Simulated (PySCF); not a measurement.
CH4ClGaO, SMILES C[O][GaH][Cl]. Atoms are numbered in the order given.

```xyz
8

Ga    -0.4658    -0.0563     0.0000
H     -2.0055     0.1377     0.0000
Cl     0.4723    -1.9758     0.0000
O      0.6927     1.2834     0.0000
C      0.3477     2.6385     0.0000
H      0.7665     3.1397    -0.8904
H      0.7665     3.1397     0.8904
H     -0.7450     2.8209     0.0000
```

Geometry: PBE0-D3(BJ)/def2-SVP. The structure was generated by enumeration; whether it is a known compound was not checked. One conformer was computed; it need not be the lowest.

The numbers are results of B3LYP/def2-TZVP run with PySCF, not measurements.

Atomic charges (e):

```
atom    IAO  Löwdin
----  -----  ------
Ga1       …   -0.03
H2        …   -0.09
Cl3   -0.30    0.18
O4        …    0.01
C5    -0.17   -0.38
H6     0.14    0.10
H7     0.14    0.10
H8     0.11    0.10
```

**Question.** Some entries are withheld; supply them. (The exact figures need the calculation; the answer reports its results.)

**Answer.** 
- Ga1, IAO: 0.83
- H2, IAO: -0.14
- O4, IAO: -0.60
